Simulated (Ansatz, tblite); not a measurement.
Forces on GeEt3(NHMe) (C7H19GeN) at its r2SCAN-D4/def2-SVP geometry. Charge 0, multiplicity 1.

The xTB rows come from tblite.

GFN1-xTB (tblite), largest force 0.97 eV/Å:

```xyz
28
positions Å, forces eV/Å
Ge   -0.018    0.039    0.008   -0.042   -0.127   -0.083
C     0.009   -1.821    0.633   -0.274   -0.261    0.044
C     1.269   -2.160    1.430    0.330   -0.216    0.209
H    -0.099   -2.487   -0.242    0.101    0.031    0.265
H    -0.895   -1.984    1.247    0.298   -0.118   -0.053
H     1.246   -3.190    1.823   -0.093    0.316   -0.149
H     2.176   -2.067    0.810   -0.296   -0.015    0.114
H     1.394   -1.475    2.284   -0.100   -0.172   -0.220
C    -1.601    0.389   -1.118   -0.159    0.105   -0.389
C    -2.916    0.160   -0.374   -0.466   -0.041    0.122
H    -1.543   -0.248   -2.019   -0.182    0.187    0.230
H    -1.534    1.431   -1.477   -0.157   -0.233    0.053
H    -3.795    0.413   -0.990    0.346   -0.044    0.092
H    -3.029   -0.891   -0.062    0.110    0.282   -0.119
H    -2.970    0.775    0.541    0.067   -0.152   -0.282
C     1.627    0.489   -0.963    0.222    0.298   -0.008
C     1.870   -0.407   -2.178    0.198   -0.223   -0.386
H     2.464    0.418   -0.246   -0.051    0.008   -0.281
H     1.576    1.548   -1.271    0.151   -0.271   -0.048
H     2.803   -0.146   -2.705   -0.261    0.011    0.242
H     1.947   -1.470   -1.891   -0.039    0.330   -0.009
H     1.051   -0.331   -2.913    0.188    0.038    0.269
N    -0.043    1.056    1.555    0.070   -0.183    0.609
C    -0.086    2.503    1.480    0.006    0.967   -0.042
H    -0.683    0.695    2.261    0.085    0.253   -0.219
H     0.140    2.961    2.460   -0.113   -0.301   -0.208
H     0.690    2.864    0.783   -0.188   -0.143    0.124
H    -1.052    2.934    1.133    0.249   -0.325    0.122
```

GFN2-xTB (tblite), largest force 0.84 eV/Å:

```
Ge 0.002 0.168 0.471
C -0.220 -0.671 0.200
C 0.308 -0.167 0.184
H 0.148 0.162 0.377
H 0.419 -0.065 -0.114
H -0.085 0.371 -0.174
H -0.444 -0.011 0.155
H -0.165 -0.232 -0.367
C -0.514 0.183 -0.642
C -0.408 -0.053 0.117
H -0.171 0.234 0.382
H -0.169 -0.352 0.135
H 0.386 -0.060 0.144
H 0.160 0.392 -0.179
H 0.107 -0.190 -0.393
C 0.625 0.376 -0.196
C 0.143 -0.223 -0.339
H -0.208 -0.013 -0.375
H 0.113 -0.410 -0.023
H -0.320 -0.010 0.267
H -0.056 0.471 0.008
H 0.269 0.060 0.378
N -0.009 0.057 0.037
C 0.040 0.627 0.043
H 0.145 0.237 -0.190
H -0.107 -0.282 -0.246
H -0.277 -0.299 0.202
H 0.289 -0.301 0.137
```

r2SCAN0-D4/def2-TZVP (Ansatz), largest force 0.55 eV/Å:

```
Ge -0.010 0.016 0.040
C -0.253 -0.248 -0.044
C 0.234 -0.040 0.140
H 0.069 0.272 0.365
H 0.386 0.068 -0.235
H -0.010 0.420 -0.169
H -0.381 -0.036 0.234
H -0.061 -0.288 -0.350
C -0.001 0.123 -0.311
C -0.234 -0.050 0.154
H -0.036 0.249 0.388
H -0.041 -0.428 0.163
H 0.374 -0.097 0.237
H 0.067 0.425 -0.139
H 0.029 -0.238 -0.384
C 0.232 0.267 0.075
C 0.040 -0.179 -0.225
H -0.344 0.011 -0.309
H 0.016 -0.447 0.108
H -0.381 -0.090 0.232
H -0.034 0.438 -0.095
H 0.323 -0.014 0.315
N -0.299 -0.088 0.204
C 0.008 0.402 -0.037
H 0.321 0.224 -0.381
H -0.098 -0.238 -0.405
H -0.313 -0.184 0.285
H 0.398 -0.250 0.144
```
